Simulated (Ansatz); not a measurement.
`FC1(F)C(F)(F)C1(F)F` at its PBE0-D4/def2-TZVP geometry, where that method's forces vanish. Total charge 0; spin multiplicity 1.

```json
{"atom": "F1", "x (Å)": "-0.850", "y (Å)": "-0.143", "z (Å)": "-1.753"}
{"atom": "C2", "x (Å)": "0.129", "y (Å)": "-0.051", "z (Å)": "-0.866"}
{"atom": "F3", "x (Å)": "1.325", "y (Å)": "-0.044", "z (Å)": "-1.436"}
{"atom": "C4", "x (Å)": "-0.037", "y (Å)": "-0.732", "z (Å)": "0.482"}
{"atom": "F5", "x (Å)": "1.020", "y (Å)": "-1.298", "z (Å)": "1.046"}
{"atom": "F6", "x (Å)": "-1.155", "y (Å)": "-1.398", "z (Å)": "0.728"}
{"atom": "C7", "x (Å)": "-0.092", "y (Å)": "0.783", "z (Å)": "0.385"}
{"atom": "F8", "x (Å)": "0.918", "y (Å)": "1.491", "z (Å)": "0.867"}
{"atom": "F9", "x (Å)": "-1.257", "y (Å)": "1.392", "z (Å)": "0.549"}
```

Task: For each bond, give half the difference of the two atoms' forces along it (eV/Å; positive pushes the atoms apart) under PBE-D4, r2SCAN-D4, B3LYP-D4, ωB97M-V in def2-TZVPP. (An estimate is asked.)

Result: The calculation gave: 
| bond | length (Å) | PBE-D4 | r2SCAN-D4 | B3LYP-D4 | ωB97M-V |
| --- | --- | --- | --- | --- | --- |
| F1–C2 | 1.325 | 0.53 | 0.27 | 0.28 | 0.21 |
| C2–F3 | 1.325 | 0.53 | 0.27 | 0.28 | 0.21 |
| C2–C4 | 1.520 | -0.19 | -0.18 | -0.18 | -0.22 |
| C2–C7 | 1.520 | -0.19 | -0.18 | -0.18 | -0.22 |
| C4–F5 | 1.325 | 0.53 | 0.27 | 0.28 | 0.21 |
| C4–F6 | 1.325 | 0.53 | 0.27 | 0.28 | 0.21 |
| C4–C7 | 1.520 | -0.19 | -0.18 | -0.18 | -0.22 |
| C7–F8 | 1.325 | 0.53 | 0.27 | 0.28 | 0.21 |
| C7–F9 | 1.325 | 0.53 | 0.27 | 0.28 | 0.21 |

B3LYP here is the variant with VWN-RPA as its local correlation; programs differ in this.

Computed with Ansatz.
